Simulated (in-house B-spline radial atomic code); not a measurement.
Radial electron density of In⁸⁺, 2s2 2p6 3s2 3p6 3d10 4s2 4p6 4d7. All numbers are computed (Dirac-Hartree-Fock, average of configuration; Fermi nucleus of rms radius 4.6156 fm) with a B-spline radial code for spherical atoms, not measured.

Columns: r (bohr), 4πr²n(r) (electrons per bohr), bar.

```
 0.00405    2.046 #
  0.0049    2.685 #
 0.00593    3.467 ##
 0.00718     4.39 ##
 0.00869    5.433 ###
  0.0105    6.551 ###
  0.0127     7.72 ####
  0.0154     8.95 #####
  0.0187    10.36 ######
  0.0226    12.25 #######
  0.0274    15.45 ########
  0.0331    20.94 ###########
  0.0401    30.09 ################
  0.0486    43.41 #######################
  0.0588    59.41 ################################
  0.0712    74.37 ########################################
  0.0862    82.61 ############################################
   0.104    80.52 ###########################################
   0.126    70.26 #####################################
   0.153    60.53 ################################
   0.185    60.01 ################################
   0.224    66.88 ####################################
   0.271    69.37 #####################################
   0.328    58.27 ###############################
   0.398    38.18 ####################
   0.481    23.74 #############
   0.583    21.01 ###########
   0.705    23.34 ############
   0.854    21.55 ###########
    1.03    14.74 ########
    1.25    7.149 ####
    1.52    2.415 #
    1.83   0.6015 
    2.22  0.09179 
    2.69 0.008326 
    3.26 0.0003903
```

On this grid the curve has 3 maxima, near 0.0862, 0.271, 0.705 bohr.

The 4p3/2 radial function P(r) = rR(r), positive near the nucleus, with its small component Q(r) (sign convention: Q ≈ (P' + κP/r)/2c):

```csv
r (bohr),P,Q
0.00156,0.001693,-0.000153
0.00228,0.00351,-0.0003177
0.00334,0.007248,-0.0006572
0.0049,0.01482,-0.001348
0.00718,0.0297,-0.002714
0.0105,0.05773,-0.005313
0.0154,0.1084,-0.01008
0.0226,0.1916,-0.01817
0.0331,0.3079,-0.03016
0.0486,0.4272,-0.04461
0.0712,0.4534,-0.05491
0.104,0.2457,-0.05012
0.153,-0.2458,-0.02278
0.224,-0.6775,0.01383
0.328,-0.4444,0.02979
0.481,0.5266,0.01311
0.705,1.252,-0.009836
1.03,0.9845,-0.01285
1.52,0.3314,-0.00477
2.22,0.04259,-0.0006304
3.26,0.001317,-1.967e-05
```
